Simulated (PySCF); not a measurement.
## A ladder of Hamiltonians for Ga(25+) (gallium, charge +25)

Occupied: 1s1/2, 2s1/2, 2p1/2. Hartree-Fock calculated with PySCF 2.14 in an uncontracted even-tempered set (16 s from 2.5 bohr⁻², ratio 2.7; 12 p from 3 bohr⁻², ratio 2.7), Gaussian nucleus throughout. NR is non-relativistic, sf-X2C the spin-free one-electron X2C Hamiltonian, X2C adds the bare one-electron spin-orbit term, X2C-SNSO screens it by Boettger's factors, DC is four-component Dirac-Coulomb, and the Gaunt and Breit terms are added at first order (total energies over the DC spinors, levels after relaxing the spinors in that mean field). QED terms are absent. Levels marked empty are virtual spinors of this ion.

```tsv
Hamiltonian	E (hartree)
X2C	-1361.0587
X2C-SNSO	-1360.9459
DC	-1361.2003
DC+Gaunt	-1360.5543
DC+Breit	-1360.5869
```

```tsv
level (eV)	X2C	X2C-SNSO	DC	DC+Gaunt	DC+Breit
1s1/2	-12014.5	-12014.7	-12019.1	-12006.1	-12006.5
2s1/2	-2628.4	-2628.5	-2629.0	-2627.8	-2627.9
2p1/2	-2547.9	-2546.4	-2546.7	-2544.2	-2544.5
2p3/2 (empty)	-2386.3	-2387.0	-2387.1	-2385.9	-2386.2
3s1/2 (empty)	-1047.8	-1047.8	-1047.9	-1047.6	-1047.7
```

Q: How large are the two-electron picture-change error of X2C and the Breit correction in the total energy?

A: X2C-1e lies 0.1416 hartree above Dirac-Coulomb; Gaunt adds 0.6460 and the full Breit term 0.6134 hartree.

Weight of the small component: 1s1/2 0.0126, 2s1/2 0.00275, 2p1/2 0.00273, 2p3/2 0.00262, 3s1/2 0.00107.

Koopmans' value for the highest occupied level at DC+Breit: 2544.5 eV, against an ionisation energy of 2543.9 ± 2 eV (semi-empirical (NIST evaluation); NIST Atomic Spectra Database, ionization energies); the former lacks relaxation, correlation, QED and recoil.

The whole ladder took 50 s of wall time on 1 thread of Neoverse-V1 (shared host), launched as `OMP_NUM_THREADS=1 python relrun2.py TASK.json OUT` (a driver that calls PySCF for each Hamiltonian).

Dirac-Coulomb iterations, started from the X2C spinors:

```
with_ssss True, with_gaunt False, with_breit False
light speed = 137.03599967994
init E= -1359.62354261548
cycle= 1 E= -1361.20028155592  delta_E= -1.58  |g|= 0.249  |ddm|= 0.0267
cycle= 2 E= -1361.20029503705  delta_E= -1.35e-05  |g|= 0.000993  |ddm|= 0.000708
cycle= 3 E= -1361.20029503859  delta_E= -1.54e-09  |g|= 1.53e-05  |ddm|= 1.64e-05
```
